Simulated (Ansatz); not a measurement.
Isolated molecules relaxed with PBE0-D4/def2-TZVP in Ansatz; ΔE leaves out vibrations. CCSD(T)/CBS is the MP2 limit (def2-TZVPP, def2-QZVPP) plus CCSD(T) − MP2 in def2-TZVPP, frozen cores. This one scheme is used for every species. Functionals use def2-TZVPP. B3LYP here is the variant with VWN-RPA as its local correlation; programs differ in this. One conformer a species, not always the lowest.

Reaction (substitution at a C–C bond): `C=C(C)C(CC)CC` + `C=N` → `C=NC(=C)C` + `CCCCC`

CCSD(T)/CBS gives +7.9 kJ/mol.

(1) Another level gave -18.3 kJ/mol. Which?
A. SCS-MP2/def2-TZVPP
B. B3LYP-D4/def2-TZVPP
C. HF/def2-TZVPP
D. B3LYP/def2-TZVPP

Largest T1 diagnostic among the species: 0.012.

Answers

(1) D. B3LYP -18.3, SCS-MP2/def2-TZVPP 6.9, B3LYP-D4 -2.9, HF/def2-TZVPP -13.5 kJ/mol.

The D4 term adds +15.4 kJ/mol with B3LYP and +9.6 kJ/mol with PBE0; it sums over pairs of atoms, weighted by their polarisabilities, and B3LYP, whose exchange is more repulsive, gets the larger term. From PBE to PBE0 (25 % exact exchange), in def2-TZVPP and without D4, ΔE moves by +5.0 kJ/mol. In def2-TZVPP, CCSD(T) changes the Hartree–Fock value by +22.4 kJ/mol (the triples alone add +1.9 kJ/mol) and MP2 by +24.2 kJ/mol.
